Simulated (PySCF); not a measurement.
B3LYP has the VWN-RPA correlation part, as in Gaussian. 

```xyz
7

B      0.0451     0.0375     0.0751
Cl     0.0965     1.6410     0.8858
Cl    -1.3352    -1.0586     0.5800
Cl     1.6608    -0.8127    -0.0947
O     -0.3421     0.3461    -1.5285
H     -1.1493    -0.1721    -1.7094
H      0.3841    -0.0396    -2.0545
```

Charge 0, multiplicity 1.

Give the Mulliken and meta-Löwdin atomic charges from B3LYP-D3(BJ)/def2-TZVP // B3LYP-D3(BJ)/def2-SVP (PySCF 2.14.0).


```tsv
atom	Mulliken (e)	meta-Löwdin (e)
B1	0.21	0.15
Cl2	-0.17	-0.13
Cl3	-0.21	-0.18
Cl4	-0.21	-0.18
O5	-0.35	-0.43
H6	0.36	0.39
H7	0.36	0.39
```
